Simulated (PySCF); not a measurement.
Sn(H)(PH2)3 (H₇P₃Sn), SMILES [PH2][SnH]([PH2])[PH2]. Atoms are numbered in the order given.

```xyz
11

Sn     0.0000     0.0000    -0.4131
P      0.3311     2.4032     0.3826
P     -2.2468    -0.9148     0.3826
P      1.9156    -1.4883     0.3826
H      0.0000     0.0000    -2.1403
H      0.5050     1.9882     1.7408
H      1.7374     2.3827     0.1175
H     -1.9743    -0.5567     1.7408
H     -2.9322     0.3133     0.1175
H      1.1948    -2.6960     0.1175
H      1.4693    -1.4314     1.7408
```
Charge 0, spin multiplicity 1.

The structure is a stationary point at B3LYP-D3(BJ)/def2-SVP. The structure was generated by enumeration; whether it is a known compound was not checked. The def2 effective core potentials stand for the cores of Sn; spin–orbit coupling is left out. The values are those of a single conformer.

Level of theory: PBE/def2-TZVP (PySCF).

ESP charges are fitted to the potential on shells at 1.4 to 2.0 van der Waals radii. Atomic charges (e):

| atom | ESP fit | Löwdin | Mulliken |
|---|---|---|---|
| Sn1 | … | -0.09 | 0.48 |
| P2 | … | -0.01 | -0.32 |
| P3 | … | -0.01 | -0.32 |
| P4 | … | -0.01 | -0.32 |
| H5 | … | -0.05 | -0.05 |
| H6 | … | 0.03 | 0.09 |
| H7 | … | 0.03 | 0.09 |
| H8 | … | 0.03 | 0.09 |
| H9 | … | 0.03 | 0.09 |
| H10 | … | 0.03 | 0.09 |
| H11 | … | 0.03 | 0.09 |

Question: What belongs in the gaps? (The exact figures need the calculation; the answer reports its results.)

Answer: 
- Sn1, ESP fit: 0.37
- P2, ESP fit: -0.29
- P3, ESP fit: -0.29
- P4, ESP fit: -0.29
- H5, ESP fit: -0.06
- H6, ESP fit: 0.08
- H7, ESP fit: 0.10
- H8, ESP fit: 0.08
- H9, ESP fit: 0.10
- H10, ESP fit: 0.10
- H11, ESP fit: 0.08
